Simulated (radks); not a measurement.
Task: Valence configurations of Dy IV (all share [Xe]). All-electron calculation, scalar-relativistic Kohn-Sham, r2SCAN, spin-polarised, spherical densities, finite nucleus; open shells are filled with parallel spins first (spin-orbit coupling, left out, can overturn this in heavy ions); meta-GGA in the generalised Kohn-Sham scheme; Fermi nuclear charge, rms radius 5.2218 fm. Program: a radial shooting solver on a logarithmic mesh with Libxc functionals. Order these by energy: 4f8.5 6p0.5; 4f6 5d1 6s1 6p1; 4f6 6s2 6p1; 4f8 5d1; 4f9; 4f8 6p1; 4f7 6s1 6p1; 4f6.5 5d0.5 6s2; 4f6.5 6s2 6p0.5; 4f8 6s1.

Result: From the lowest, in eV above it: 4f9 0.000; 4f8.5 6p0.5 7.998; 4f8 5d1 8.433; 4f8 6s1 11.712; 4f8 6p1 17.779; 4f7 6s1 6p1 37.046; 4f6.5 5d0.5 6s2 46.730; 4f6.5 6s2 6p0.5 53.456; 4f6 5d1 6s1 6p1 66.888; 4f6 6s2 6p1 77.031. NIST lists [Xe] 4f9 as the ground configuration; this level of theory agrees among the configurations tried. The energies are those of spherical high-spin densities, not of single terms.
